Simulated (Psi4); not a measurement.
H$_{6}$OSi$_{2}$, charge +1, doublet, geometry from GFN2-xTB (a state made from the parent by changing its charge; the spin is typed, not shown lowest); B3LYP/6-31G (Psi4).

Input for Psi4:
```
memory 2 GB

molecule {
1 2
  Si    1.58968807   -0.31912383    0.11186273
  O     0.01128648    0.04259495   -0.05898121
  Si   -1.59905322    0.28377995   -0.06292207
  H     1.94507558   -0.84035872   -1.22785096
  H     2.21573731    1.02067942    0.19327172
  H     1.73660238   -1.21029802    1.25307240
  H    -2.17744350   -0.45342710    1.05068702
  H    -1.97801718   -0.12352865   -1.43555598
  H    -1.70113435    1.76098778   -0.04694370
}

set basis 6-31g
set reference uks
set dft_radial_points 150

energy('b3lyp')
print_variables()
```

What the program printed (banner, timings and long lists left out):

```
   => Loading Basis Set <=

    Name: 6-31G
    Role: ORBITAL
    Keyword: BASIS

         ---------------------------------------------------------
                                   SCF
               by Justin Turney, Rob Parrish, Andy Simmonett
                          and Daniel G. A. Smith
                              UKS Reference
         ---------------------------------------------------------

  ==> Geometry <==

    Molecular point group: c1
    Full point group: C1

    Geometry (in Angstrom), charge = 1, multiplicity = 2:

       Center              X                  Y                   Z               Mass
    ------------   -----------------  -----------------  -----------------  -----------------
         SI           1.590205305702    -0.317171795237     0.109159747003    27.976926534650
         O            0.011803715702     0.044546984763    -0.061684192997    15.994914619570
         SI          -1.598535984298     0.285731984763    -0.065625052997    27.976926534650
         H            1.945592815702    -0.838406685237    -1.230553942997     1.007825032230
         H            2.216254545702     1.022631454763     0.190568737003     1.007825032230
         H            1.737119615702    -1.208345985237     1.250369417003     1.007825032230
         H           -2.176926264298    -0.451475065237     1.047984037003     1.007825032230
         H           -1.977499944298    -0.121576615237    -1.438258962997     1.007825032230
         H           -1.700617114298     1.762939814763    -0.049646682997     1.007825032230

  Running in c1 symmetry.

  Rotational constants: A =      1.36028  B =      0.09500  C =      0.09437 [cm^-1]
  Rotational constants: A =  40780.26947  B =   2848.03591  C =   2829.01458 [MHz]
  Nuclear repulsion =  159.052227889829396

  Charge       = 1
  Multiplicity = 2
  Electrons    = 41
  Nalpha       = 21
  Nbeta        = 20

  ==> Algorithm <==

  SCF Algorithm Type is DF.
  DIIS enabled.
  MOM disabled.
  Fractional occupation disabled.
  Guess Type is SAD.
  Energy threshold   = 1.00e-06
  Density threshold  = 1.00e-06
  Integral threshold = 1.00e-12

  ==> Primary Basis <==

  Basis Set: 6-31G
    Blend: 6-31G
    Number of shells: 31
    Number of basis functions: 47
    Number of Cartesian functions: 47
    Spherical Harmonics?: false
    Max angular momentum: 1

  ==> DFT Potential <==

   => LibXC <=

    Version 7.1.2
[...]
      Ntotal   =   40.9999978395 ; deviation = -2.160e-06

   @Spin Contamination Metric:   7.584980004E-03
   @S^2 Expected:                7.500000000E-01
   @S^2 Observed:                7.575849800E-01
   @S   Expected:                5.000000000E-01
   @S   Observed:                5.000000000E-01

    Orbital Energies [Eh]
    ---------------------

    Alpha Occupied:

[...]
    Alpha Virtual:

[...]
    Beta Occupied:

[...]
    Beta Virtual:

[...]
    Final Occupation by Irrep:
              A
    DOCC [    20 ]
    SOCC [     1 ]
    NA   [    21 ]
    NB   [    20 ]

  @DF-UKS Final Energy:  -657.39013989440434

   => Energetics <=

    Nuclear Repulsion Energy =            159.0522278898293962
    One-Electron Energy =               -1215.8741196790397225
    Two-Electron Energy =                 441.7243048191913317
    DFT Exchange-Correlation Energy =     -42.2925529243853120
    Empirical Dispersion Energy =           0.0000000000000000
    VV10 Nonlocal Energy =                  0.0000000000000000
    Total Energy =                       -657.3901398944044558

  UHF NO Occupations:
  HONO-2 :   19  A 1.9992708
  HONO-1 :   20  A 1.9983577
  HONO-0 :   21  A 1.0000000
  LUNO+0 :   22  A 0.0016423
  LUNO+1 :   23  A 0.0007292
  LUNO+2 :   24  A 0.0005840
  LUNO+3 :   25  A 0.0005688

Computation Completed

Properties will be evaluated at   0.000000,   0.000000,   0.000000 [a0]

Properties computed using the SCF density matrix

 Multipole Moments:

 ------------------------------------------------------------------------------------
     Multipole            Electronic (a.u.)      Nuclear  (a.u.)        Total (a.u.)
 ------------------------------------------------------------------------------------

 L = 1.  Multiply by 2.5417464519 to convert [e a0] to [Debye]
 Dipole X            :         -0.0329388            0.0410522            0.0081134
 Dipole Y            :         -0.1243104            0.1549300            0.0306197
 Dipole Z            :          0.1721326           -0.2145316           -0.0423990
 Magnitude           :                                                    0.0529251

 ------------------------------------------------------------------------------------

  Variable Map:
  ----------------------------------------------------------------------------
[...]
  Array Variable Map:
  ----------------------------------------------------------------------------
[...]
[...]
```
